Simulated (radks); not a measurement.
Spherical jellium clusters: N electrons in a uniform positive sphere of charge N and radius rs N^(1/3), rs = 3.82 bohr. Method: non-relativistic Kohn-Sham, LDA (Slater exchange, Perdew-Wang correlation), spin-polarised, spherical densities; computed with a radial shooting solver with Libxc functionals. Levels are named by radial order and angular momentum (1s, 1p, 1d, 2s, ...), and open shells are averaged over m.

N = 10, configuration 1s2 1p6 1d(up 2, down 0). This is the lowest configuration that the search found. Occupied and some empty levels:

level,occupation,eigenvalue (eV),<r> (bohr)
1s up,1,-5.0760,5.395
1s down,1,-4.8846,5.276
1p up,3,-3.8652,6.504
1p down,3,-3.6196,6.475
1d up,2,-2.3962,7.498
1d down,0,-2.1397,7.553
2s up,0,-1.8665,7.210
2s down,0,-1.7321,7.334
1f up,0,-0.82514,8.776
2p up,0,-0.63174,10.42
1f down,0,-0.59892,9.019
2p down,0,-0.52680,10.82

Energy (eV): total -17.2121, kinetic 18.805, external -387.05, Hartree 189.42, exchange-correlation -36.775, background 198.38.

Electron density:

r (bohr),n(r) (e/bohr^3)
0.613,0.002644
1.30,0.002972
1.98,0.003475
2.66,0.004062
3.35,0.004615
4.03,0.005003
4.71,0.005106
5.39,0.004846
6.08,0.004225
6.76,0.003348
7.44,0.002395
8.12,0.001549
8.81,0.0009210
9.49,0.0005167
10.2,0.0002787
10.9,0.0001446
11.5,0.00007419
12.2,0.00003751
12.9,0.00001878
13.6,9.261e-06
